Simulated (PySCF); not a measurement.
Two species compared at the same levels of theory.

First species: C4H9F3N2Si.
Z-matrix (Å and degrees, GFN2-xTB geometry), rows numbered from 1:
```
N 
C   1  1.2530
C   2  1.5071  1  119.33
N   3  1.4238  2  112.02  1   -18.95
Si  4  1.7219  3  125.30  2  -169.58
C   3  1.5574  2  107.32  1   104.91
F   6  1.3626  3  109.52  2    49.28
F   6  1.3589  3  109.14  2   163.59
C   6  1.5269  3  112.11  2   -73.86
F   9  1.3634  6  111.31  3   178.41
H   1  1.0162  2  116.03  3  -179.60
H   2  1.0950  1  125.90  3   178.26
H   3  1.0989  2  109.40  1  -141.34
H   4  1.0089  3  111.07  2    23.19
H   5  1.4592  4  102.75  3   169.74
H   5  1.4682  4  113.79  3   -70.88
H   5  1.4621  4  106.76  3    49.65
H   9  1.0933  6  109.09  3   -62.69
H   9  1.0942  6  109.54  3    59.20
```

Second species: C7H13FSi.
Numbering: `[CH:1]#[C:2][CH2:3][C@:4]([F:5])([CH2:6][CH3:7])[SiH2:8][CH3:9]` (hydrogens: H10 on C1; H11, H12 on C3; H13, H14 on C6; H15, H16, H17 on C7; H18, H19 on Si8; H20, H21, H22 on C9)

Structure used (GFN2-xTB), in Å, numbered top down from 1:
```xyz
22
C7H13FSi angstrom
C      2.8914    1.8716    0.3061
C      2.0276    1.3104    0.9157
C      0.9892    0.6187    1.6449
C      0.0412   -0.1246    0.6943
F     -0.9859   -0.6422    1.5084
C      0.7626   -1.3133    0.0651
C     -0.1112   -2.1126   -0.8922
Si    -0.7816    1.1044   -0.5557
C     -2.5674    0.5693   -0.8941
H      3.6506    2.3706   -0.2178
H      0.4109    1.3430    2.2257
H      1.4451   -0.0899    2.3452
H      1.6425   -0.9300   -0.4556
H      1.1051   -1.9742    0.8681
H     -0.3591   -1.5242   -1.7728
H     -1.0327   -2.4094   -0.3970
H      0.4100   -3.0113   -1.2153
H      0.0440    1.1407   -1.7673
H     -0.7745    2.4291    0.0781
H     -3.0981    1.3474   -1.4337
H     -3.0997    0.3848    0.0347
H     -2.6206   -0.3390   -1.4864
```

Levels: PBE0/pcSseg-1 for dipole moment, HOMO energy, LUMO energy and HOMO–LUMO gap; GFN2-xTB for rotational constant A and rotational constant C. Geometries: GFN2-xTB. All species are isolated and taken at one optimised geometry, non-relativistic unless stated. Electronic properties by PySCF.

The conformers computed, where there is a choice (atom-mapped SMILES and torsion angles):
- `[H]/[N:1]=[CH:2]/[C@@H:3]([NH:4][SiH3:5])[C:6]([F:7])([F:8])[CH2:9][F:10]`: N1–C2–C3–N4 -19°, C2–C3–N4–Si5 -170°, C2–C3–C6–F7 49°, C3–C6–C9–F10 178°
- `[CH:1]#[C:2][CH2:3][C@:4]([F:5])([CH2:6][CH3:7])[SiH2:8][CH3:9]`: C2–C3–C4–F5 -174°, C3–C4–C6–C7 180°, C3–C4–Si8–C9 -144°

Values for the first species:

| Quantity | Value |
| --- | --- |
| Dipole moment | 3.22 D |
| HOMO energy | -7.12 eV |
| LUMO energy | -0.89 eV |
| HOMO–LUMO gap | 6.23 eV |
| Rotational constant A | 1.243 GHz |
| Rotational constant C | 0.697 GHz |

(1) Estimate the same properties for the second species, and the change in each.

Answers

(1) 
| property | first | second | second less first |
| --- | --- | --- | --- |
| dipole moment | 3.22 D | 1.05 D | -2.17 D |
| HOMO energy | -7.12 eV | -7.84 eV | -0.72 eV |
| LUMO energy | -0.89 eV | 0.67 eV | +1.56 eV |
| HOMO–LUMO gap | 6.23 eV | 8.51 eV | +2.28 eV |
| rotational constant A | 1.243 GHz | 1.655 GHz | +0.412 GHz |
| rotational constant C | 0.697 GHz | 0.871 GHz | +0.174 GHz |

On the first: The dipole equals about 10.7 × 10⁻³⁰ C·m (1 D = 3.33564 × 10⁻³⁰ C·m). A dipole of 3.22 D is allowed in C1, and pure rotational transitions are dipole-allowed.

On the second: A dipole of 1.05 D is allowed in C1, and pure rotational transitions are dipole-allowed. The dipole matches unit charges of opposite sign 0.22 Å apart (1 e·Å = 4.8032 D).
